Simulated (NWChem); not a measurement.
Everything below was run with NWChem. System: H2BO2, charge 0, spin multiplicity 2, at a geometry optimised with UB3LYP/def2-SVP. The structure started from a generated list of species. Its SCF solution wasn't tested for a lower state. Level: Ur2SCAN/def2-TZVPD.

Input file:

```
start mol
memory heap 200 mb stack 900 mb global 1100 mb
geometry units angstroms nocenter noautoz
  O     -1.215865     0.000000    -0.041130
  B      0.000000     0.000000     0.537906
  O      1.215865     0.000000    -0.041130
  H     -1.218406     0.000000    -1.015725
  H      1.218406     0.000000    -1.015725
  symmetry group C2v
end
basis spherical
  * library def2-tzvpd
end
dft
  xc r2scan
  odft
  mult 2
  semidirect memsize 60000000 filesize 0
  iterations 100
  grid fine
end
task dft energy
```

Output (cleaned and shortened):

```
             Northwest Computational Chemistry Package (NWChem) 7.3.0
             --------------------------------------------------------

                                NWChem Input Module
                                -------------------

 Scaling coordinates for geometry "geometry" by  1.889725989
 (inverse scale =  0.529177249)

 Turning off AUTOSYM since
 SYMMETRY directive was detected!

                             Geometry "geometry" -> ""
                             -------------------------

 Output coordinates in angstroms (scale by  1.889725989 to convert to a.u.)

  No.       Tag          Charge          X              Y              Z
 ---- ---------------- ---------- -------------- -------------- --------------
    1 O                    8.0000    -1.21586500     0.00000000    -0.04113000
    2 B                    5.0000     0.00000000     0.00000000     0.53790600
    3 O                    8.0000     1.21586500     0.00000000    -0.04113000
    4 H                    1.0000    -1.21840600     0.00000000    -1.01572500
    5 H                    1.0000     1.21840600     0.00000000    -1.01572500

 Effective nuclear repulsion energy (a.u.)      60.1765362262

            Nuclear Dipole moment (a.u.)
            ----------------------------
        X                 Y               Z
 ---------------- ---------------- ----------------
     0.0000000000     0.0000000000    -0.0000000000

      Symmetry information
      --------------------

 Group name             C2v
 Group number             16
 Group order               4
 No. of unique centers     3

      Symmetry unique atoms

     1    2    4


 Summary of "ao basis" -> "" (spherical)
 ------------------------------------------------------------------------------
       Tag                 Description            Shells   Functions and Types
 ---------------- ------------------------------  ------  ---------------------
 *                         def2-tzvpd                 on all atoms

                                 NWChem DFT Module
                                 -----------------
[...]
 overlap   0.966  0.818  0.866  0.995  0.996  0.936  0.981  0.915  0.966  0.997

   alpha     41     42     43     44     45     46     47     48     49     50
    beta     41     42     43     46     45     47     44     48     50     49
 overlap   0.993  0.945  0.964  0.969  0.842  0.843  0.922  0.998  0.958  0.994

   alpha     51     52     53     54     55     56     57     58     59     60
    beta     51     52     53     56     55     54     57     58     59     60
 overlap   0.993  0.986  0.978  0.992  0.980  0.999  0.996  0.996  0.996  0.999

   alpha     61     62     63     64     65     66     67     68     69     70
    beta     61     62     63     64     65     66     67     68     69     70
 overlap   0.991  0.996  0.991  0.996  0.991  0.999  0.999  0.980  0.980  1.000

   alpha     71     72     73     74     75     76     77     78     79     80
    beta     71     72     73     75     74     76     77     78     79     80
 overlap   1.000  0.997  0.998  0.997  1.000  1.000  1.000  0.998  0.988  0.988

   alpha     81     82     83     84     85     86     87     88     89     90
    beta     81     82     83     84     85     86     87     88     89     90
 overlap   0.996  0.999  0.988  0.987  0.995  1.000  0.990  0.999  0.991  0.992

   alpha     91     92     93     94     95     96     97     98     99    100
    beta     91     92     93     94     95     96     97     98     99    100
 overlap   0.999  0.993  0.991  1.000  0.994  1.000  1.000  0.999  1.000  0.999

   alpha    101    102    103    104    105    106    107    108    109    110
    beta    101    102    103    104    105    106    107    108    109    110
 overlap   1.000  1.000  1.000  1.000  1.000  1.000  1.000  1.000  1.000  1.000

   alpha    111    112    113    114    115    116    117    118    119    120
    beta    111    112    113    114    115    116    117    118    119    120
 overlap   1.000  1.000  1.000  1.000  1.000  1.000  1.000  1.000  1.000  1.000

   alpha    121    122    123    124    125    126    127    128    129    130
    beta    121    122    123    124    125    126    127    128    129    130
 overlap   1.000  1.000  1.000  1.000  1.000  1.000  1.000  1.000  1.000  1.000

   alpha    131    132    133    134    135
    beta    131    132    133    134    135
 overlap   1.000  1.000  1.000  1.000  1.000

     --------------------------
     Expectation value of S2:
     --------------------------
      <S2> =      0.7538 (Exact =     0.7500)

 center of mass
 --------------
 x =   0.00000000 y =   0.00000000 z =   0.10742237

 moments of inertia (a.u.)
 ------------------
          18.475476985344           0.000000000000           0.000000000000
           0.000000000000         198.041789099925           0.000000000000
           0.000000000000           0.000000000000         179.566312114581

     Multipole analysis of the density
     ---------------------------------

     L   x y z        total         alpha         beta         nuclear
     -   - - -        -----         -----         ----         -------
     0   0 0 0     -0.000000    -12.000000    -11.000000     23.000000

     1   1 0 0      0.000000      0.000000      0.000000      0.000000
     1   0 1 0     -0.000000     -0.000000      0.000000      0.000000
     1   0 0 1     -1.189413     -1.502026      0.312612     -0.000000

     2   2 0 0    -15.205055    -55.876782    -54.398110     95.069837
     2   1 1 0     -0.000000     -0.000000     -0.000000      0.000000
     2   1 0 1      0.000000      0.000000      0.000000      0.000000
     2   0 2 0    -13.327046     -7.448493     -5.878552      0.000000
     2   0 1 1      0.000000     -0.000000      0.000000      0.000000
     2   0 0 2    -11.171853    -15.232129     -8.571206     12.631482

 Task  times  cpu:       10.1s     wall:       10.1s

 Total times  cpu:       10.1s     wall:       10.1s
```
